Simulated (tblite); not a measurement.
A tight-binding relaxation on `CNC[CH2][GeH2][NH2]`.

Computed with GFN2-xTB geometry optimisation, gas phase (tblite 0.8.0). Start geometry: from a force field or distance geometry. The command runs a driver script over a list of jobs; the input below is this job's line of settings and its coordinates in Å.

Command:
```bash
OMP_NUM_THREADS=1 python probes_run.py task.json out
```

Input:
```
{"job": {"kind": "relax", "xc": "GFN2-xTB", "basis": "xTB"}, "charge": 0, "multiplicity": 1}
C      2.000900     0.714000    -0.443200
N      1.342700     0.252500     0.742700
C      0.774400    -1.046900     0.550600
C     -0.457700    -1.079700    -0.337500
Ge    -1.942200    -0.050400     0.356600
N     -2.205200     1.569200    -0.468100
H      2.224400     1.809900    -0.409400
H      1.377300     0.487600    -1.310400
H      2.961900     0.116500    -0.557600
H      1.961700     0.305000     1.584400
H      0.561900    -1.530200     1.543700
H      1.500500    -1.733500     0.048700
H     -0.702800    -2.174200    -0.420800
H     -0.183200    -0.729600    -1.333900
H     -1.701900     0.168100     1.870900
H     -3.203400    -0.966000     0.186100
H     -2.846600     1.622300    -1.238100
H     -1.471600     2.271600    -0.376300
```

Output:
```
step      E/eV     max force
  0    -551.64883    1.666
  1    -551.82084    0.799
  2    -551.89883    0.570
  3    -551.94743    0.517
  4    -551.97948    0.475
  5    -552.00037    0.297
  6    -552.02357    0.440
  7    -552.04337    0.439
  8    -552.06056    0.446
  9    -552.07076    0.245
... (93 lines left out)
103    -552.20137    0.035
104    -552.20148    0.027
105    -552.20157    0.019
106    -552.20162    0.018
107    -552.20167    0.020
108    -552.20173    0.023
109    -552.20181    0.020
110    -552.20190    0.022
111    -552.20196    0.016
112    -552.20198    0.009
```

«max force» is the largest atomic force in eV/Å.

Task: From which step on does the largest force stay under 0.1 eV/Å, and how much energy is left to gain from there?

Result: From step 59 (0.079 eV/Å), 10.6 meV above the end.

In short: energy lowered by 12.8 kcal/mol over 112 steps; largest atomic force 0.009 eV/Å at the end.

Task: Give the final coordinates.

Result: 0.420 Å rms from the input after alignment:
```
atom  x, y, z in Å
C1     1.6592    0.8623   -0.5003
N2     1.0326    0.2615    0.6626
C3     0.8154   -1.1724    0.5171
C4    -0.4505   -1.3915   -0.2927
Ge5   -1.8090   -0.0782    0.3639
N6    -1.7804    1.6056   -0.3119
H7     1.8460    1.9171   -0.3031
H8     0.9854    0.7831   -1.3529
H9     2.6109    0.3820   -0.7704
H10    1.6244    0.4313    1.4712
H11    0.6639   -1.5839    1.5174
H12    1.6836   -1.6823    0.0649
H13   -0.7996   -2.4150   -0.1752
H14   -0.2625   -1.2399   -1.3558
H15   -1.7282    0.0791    1.8508
H16   -3.1940   -0.5683    0.0092
H17   -1.9644    1.6876   -1.3022
H18   -0.9416    2.1283   -0.1042
```

Hardware: Intel Xeon Platinum 8488C, one thread, no GPU, shared host. Cost: 0.64 s of wall time.
Labels such as C1 count atoms from 1, the log's own numbers from 0.
